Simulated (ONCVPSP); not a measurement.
## iron (Fe): one change to an ONCV potential, before and after

| Item | Value |
| --- | --- |
| Element | iron |
| Generator | ONCVPSP 4.0.1 |
| Type | optimised norm-conserving Vanderbilt (ONCV) |
| Functional | PBE |
| Relativity | scalar-relativistic |
| Frozen core | [Ar] |
| Valence charge | 8 |
| Reference configuration | 3d6 4s1.75 (charge +0.25) |
| Partial waves | 4s: rc 2.50 bohr, ncon 4, nbas 9, qcut 3.3 1/bohr, 2 projectors, debl 1.4 Ha; p scattering state at 0.33 Ha: rc 2.50 bohr, ncon 4, nbas 8, qcut 2.9 1/bohr, 2 projectors, debl 1.1 Ha; 3d: rc 1.55 bohr, ncon 4, nbas 8, qcut 8.7 1/bohr, 1 projector |
| Local potential | polynomial inside 1.15 bohr (lpopt 5, dvloc0 0 Ha) |
| Core correction | Teter function fitted to the true core (icmod 2), fcfact 0.25 |

In the p channel the program set the typed energies aside and used 0.050, 1.150 Ha.

All-electron outer shells of the reference configuration (PBE, scalar-relativistic, ld1.x):

| shell | level (eV) | outermost node (bohr) | outermost maximum (bohr) |
| --- | --- | --- | --- |
| 3p | -62.03 | 0.30 | 0.72 |
| 3d | -9.48 | – | 0.71 |
| 4s | -6.96 | 1.00 | 2.38 |

Change: s: debl 4.25.

Cutoffs: the cutoffs (Ha) at which the residual kinetic energy of the hardest occupied pseudo-wave falls to 1 and 0.1 mHa per electron; they do not see the model core or the augmentation charge, which bear on the density cutoff. Errors are all-electron minus pseudo energies relative to the spin-unpolarised reference configuration.

Q: What does the change do?

A: The potential gets neither clearly harder nor softer (34 Ha and 54 Ha → 34 Ha and 54 Ha); the bound ghost in s disappears; of the 4 tests that both files solve, the error grows in 0 and shrinks in 1 by more than 15 % and 0.3 meV (median size 8.8 → 8.2 meV); the range in which the s phases agree narrows (upper end 2.3 → 1.1).

| quantity | base | changed |
| --- | --- | --- |
| cutoff, loose | 34 Ha | 34 Ha |
| cutoff, tight | 54 Ha | 54 Ha |
| bound ghosts | s | none |
| GHOST(+) flags under 300 eV | p at 59.9 eV | s at 42.6 eV, p at 59.9 eV |
| error for 3d6 4s2, meV [ΔE -1.53 eV] | 0.0 | +0.1 |
| error for 3d6 4s1, meV [ΔE 7.20 eV] | -2.3 | -1.5 |
| error for 3d6 4s0, meV [ΔE 23.40 eV] | -15 | -15 |
| error for 3d7 4s0, meV [ΔE 5.11 eV] | -141 | -141 |
| s: phases at 2.54 bohr within 0.05 rad from the reference energy up to (Ha; the scan ends near 5) | 2.3 | 1.1 |
| p: phases at 2.54 bohr within 0.05 rad from the reference energy up to (Ha; the scan ends near 5) | 2.0 | 2.0 |
| d: phases at 1.57 bohr within 0.05 rad from the reference energy up to (Ha; the scan ends near 5) | 1.0 | 1.0 |
| rms error of d²Exc/dni dnj with the model core, mHa | 6.50 | 6.50 |

 A true bound ghost makes a file unfit for plane-wave use even where its test errors are small: the radial tests pick states by their node count and pass the ghost by.
